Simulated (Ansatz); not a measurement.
One change: `[SiH3]B[SiH2]Cl` becomes `B[SiH2]Cl`.

Ansatz, PBE0-D4/def2-TZVP geometries, multiplicity 1. Each molecule was computed in one conformer, which needn't be the lowest.

```
                                                                                  property  `[SiH3]B[SiH2]Cl`
                                                         HOMO energy (PBE/def2-TZVPP) / eV              -6.82
                                                     HOMO–LUMO gap (B3LYP/def2-TZVPP) / eV               4.53
ideal-gas entropy at 298 K and 1 bar (rigid rotor, harmonic PBE0-D4/def2-TZVP) / J/(mol·K)                374
                                        size of the dipole moment (ωB97M-V/def2-TZVPP) / D               1.32
                                            zero-point energy (PBE0-D4/def2-TZVP) / kJ/mol              143.4
                                                        LUMO energy (PBE0/def2-TZVPP) / eV              -3.12
```

Q: Give the same properties after the change, and the shifts. (Estimate.)

A: Computed: 
```csv
property,`B[SiH2]Cl`,shift
HOMO energy (PBE/def2-TZVPP) / eV,-7.04,-0.22
HOMO–LUMO gap (B3LYP/def2-TZVPP) / eV,5.13,0.60
"ideal-gas entropy at 298 K and 1 bar (rigid rotor, harmonic PBE0-D4/def2-TZVP) / J/(mol·K)",304,-70
size of the dipole moment (ωB97M-V/def2-TZVPP) / D,1.54,0.22
zero-point energy (PBE0-D4/def2-TZVP) / kJ/mol,99.8,-43.6
LUMO energy (PBE0/def2-TZVPP) / eV,-2.76,0.36
```

With PBE0 the HOMO falls by 0.29 eV and the LUMO rises by 0.36 eV, so the gap widens by about 0.65 eV. PBE moves the HOMO by -0.22 eV and ωB97M-V by -0.36 eV. The zero-point energy changes by -43.6 kJ/mol with -9 modes. Dipoles are sizes alone; their direction can turn. Modes under 60 cm⁻¹, often nearly free rotors, make the harmonic entropy too high.

B3LYP here is the variant with VWN-RPA as its local correlation; programs differ in this.
